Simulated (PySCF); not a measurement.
# Sm2S3: from a saddle point downhill

PySCF 2.14.0, RKS BP86, Sm lcecp-1-SVP with ECP51, S def2-SVP; non-relativistic Hamiltonian with scalar-relativistic core potentials where named; density fitting; no spin-orbit coupling. Relaxed within the symmetry of its start, the geometry (D∞h) is

```xyz
5

Sm    0.0000    0.0000    2.7124
Sm    0.0000    0.0000   -2.7124
S     0.0000    0.0000    0.0000
S     0.0000    0.0000    5.1256
S     0.0000    0.0000   -5.1256
```

and its lowest harmonic modes are -108, -108, -79, -79, -13, -13 cm⁻¹ (negative: unstable). It was moved along the lowest mode and relaxed again, within the group C2v that the move left.

(1) Where does it end, and how much lower?

(2) How do the contacts change?

(3) Is the end a minimum?

An lcecp potential fixes the number of 4f electrons, so in runs with it no electron can move into or out of that shell.

State: singlet in the valence, with the 4f electrons in the core potential.

Results:

(1) In C2v, 1.189 eV lower, after 35 steps:
```xyz
5

Sm   -0.3419   -0.5806    2.4456
Sm   -0.3419   -0.5806   -2.4456
S    -0.8126   -1.3798    0.0000
S     0.8581    1.4571    2.6726
S     0.8581    1.4571   -2.6726
```

(2) 
```json
{"contact": "Sm1–S3 (S)", "saddle (Å)": "2.712", "end (Å)": "2.616"}
{"contact": "Sm1–S4 (S)", "saddle (Å)": "2.413", "end (Å)": "2.376"}
{"contact": "Sm2–S5 (S)", "saddle (Å)": "2.413", "end (Å)": "2.376"}
```


(3) Probably not: 1 of the modes stay unstable (below −25 cm⁻¹), though so soft as to be near the noise; lowest modes -35, 22, 24, 59, 102, 187 cm⁻¹.
